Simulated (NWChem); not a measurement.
# GeO anion, doublet; SMILES of the neutral closed-shell parent [O]=[Ge]

```xyz
2

Ge     0.0000     0.0000     0.3450
O      0.0000     0.0000    -1.3712
```
Atoms are numbered in this order, from 1.

Computed with NWChem. Spin-unrestricted. The state is orbitally degenerate and is run as one real component. Sets without diffuse functions describe the anion's extra electron poorly. Geometry: optimised at B3LYP/def2-SVPD, spin-unrestricted. This spin state was assumed; another may lie lower. No stability test was run on the SCF state. Vzz is the largest principal value of the second derivative of the potential at the nucleus (NWChem prints the opposite sign); η is the asymmetry. Non-relativistic.

**Question.** Predict the results for UHF/cc-pVTZ. Quantities: Vzz Ge1 (a.u.); η Ge1; Vzz O2 (a.u.); η O2.

**Answer.** 
```json
{
 "Vzz Ge1 (a.u.)": "3.392",
 "η Ge1": "0.66",
 "Vzz O2 (a.u.)": "-0.878",
 "η O2": "0.46"
}
```
